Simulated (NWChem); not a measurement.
# CH₃ClF₂OSi; SMILES CO[Si](F)(F)Cl

```xyz
9

C     -0.9251     2.2417    -0.0075
O      0.1250     1.3951     0.4645
Si     0.4372    -0.1251     0.0099
F      1.0655    -0.2020    -1.4532
F      1.5035    -0.7210     1.0241
Cl    -1.2423    -1.2920     0.0240
H     -0.9522     3.1189     0.6421
H     -0.7278     2.5624    -1.0361
H     -1.8927     1.7304     0.0380
```
Atoms are numbered in this order, from 1.

Computed with NWChem. Medium grid unless said otherwise, to which SCAN and Minnesota functionals are sensitive. Coordinates come from a B3LYP/6-31G* (spherical d) optimisation. Hybrids' shares of exact exchange are those that their runs print; pure functionals count as 0. The functionals differ in more than this share.

```csv
row,share of exact exchange,highest occupied level (eV)
PBE/def2-SVP,0.00,-7.48
TPSS/def2-SVP,0.00,-7.66
B3LYP/def2-SVP,0.20,-8.88
M06/def2-SVP,0.27,-9.30
MPW1K/def2-SVP,0.43,withheld
M05-2X/def2-SVP,0.56,-10.87
```

Task: Fit a straight line of the last column on the one before it, predict the withheld value, and compare with the run.

Result: 
1. Means of the 5 shown rows: x = 0.206, y = -8.838. Slope Σ(x − x̄)(y − ȳ)/Σ(x − x̄)² = -1.271/0.2143 = -5.931; intercept -7.616.
2. The shown rows scatter about the line by 0.087 (root mean square); the largest residual is +0.14, at PBE/def2-SVP.
3. At x = 0.43 (MPW1K/def2-SVP; inside the shown range) the line gives -10.17.
4. The run gives -10.51, -0.34 from the line, 3.9 times the scatter.
